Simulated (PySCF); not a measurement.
C₃H₁₀OSi₂. Atoms are numbered in the order given.

```xyz
16

C     -1.8458     1.5393    -0.0678
Si    -1.2525    -0.2105     0.2975
C     -0.6546    -1.3321    -1.1387
O      0.6610    -1.4666    -0.5405
C      0.6191    -0.5388     0.5959
Si     1.8539     0.8756     0.2991
H     -1.1881     2.0377    -0.8072
H     -2.8788     1.5254    -0.4724
H     -1.8568     2.1515     0.8575
H     -2.1789    -0.8667     1.2899
H     -1.1340    -2.3275    -1.2683
H     -0.6005    -0.8473    -2.1416
H      0.8588    -1.0702     1.5461
H      1.8110     1.8603     1.4420
H      3.2559     0.3483     0.1601
H      1.4918     1.6001    -0.9703
```
Charge 0, spin multiplicity 1.

Geometry optimised at PBE-D3(BJ)/def2-SVP. The structure was generated by enumeration; whether it is a known compound was not checked.

All values below come from PBE-D3(BJ)/def2-SVP run with PySCF.

Frequencies are harmonic and unscaled.

```
mode  ν (cm⁻¹)  IR (km/mol)  moving atoms (share of kinetic energy)
----  --------  -----------  --------------------------------------
1           42          1.4         H 32 %, C 30 %, O 26 %, Si 11 %
2          105          0.3                 C 36 %, H 33 %, Si 29 %
3          146          0.2                                  H 93 %
4          171          0.2                                  H 85 %
5          187          0.8                 H 40 %, C 38 %, Si 20 %
6          197          4.7         O 34 %, H 29 %, Si 21 %, C 15 %
7          253          0.2         Si 43 %, H 27 %, C 19 %, O 10 %
8          454          6.3         C 32 %, Si 29 %, H 20 %, O 18 %
9          489          4.2                 H 44 %, Si 31 %, C 23 %
10         566          7.4                                  H 91 %
11         582          9.6                  H 75 %, Si 12 %, C 8 %
12         610         11.6                          H 75 %, C 17 %
13         675         30.4          H 42 %, C 40 %, Si 10 %, O 9 %
14         689         15.5                 C 44 %, H 30 %, Si 24 %
15         752         20.0                 H 53 %, C 36 %, Si 10 %
16         779         85.0                 H 60 %, C 22 %, Si 16 %
17         803         39.2                 H 61 %, C 25 %, Si 13 %
18         817          6.9         H 40 %, C 34 %, O 15 %, Si 11 %
19         863        127.6                   H 70 %, C 18 %, O 8 %
20         888        115.5           H 65 %, C 18 %, Si 9 %, O 8 %
21         893         92.7                 H 55 %, C 26 %, Si 12 %
22         904         35.5                                  H 97 %
23         921         51.1                           H 84 %, C 9 %
24         986        103.7                  C 46 %, H 31 %, O 21 %
25        1020         34.1                  C 40 %, H 34 %, O 24 %
26        1131          1.4                                  H 89 %
27        1188          2.6                          H 75 %, C 17 %
28        1209          2.2                          H 80 %, C 17 %
29        1215         22.9                          H 79 %, C 21 %
30        1377          4.3                                  H 96 %
31        1381          4.1                                  H 96 %
32        1409          1.7                                  H 93 %
33        2139        150.9                                  H 97 %
34        2143         98.1                                  H 97 %
35        2160         79.0                                  H 97 %
36        2169        108.8                                  H 96 %
37        2938         54.1                                  H 95 %
38        2958         10.7                                  H 92 %
39        2975          1.3                                  H 97 %
40        2999         25.1                           H 91 %, C 9 %
41        3071          1.4                           H 91 %, C 9 %
42        3083          1.4                           H 91 %, C 9 %
```
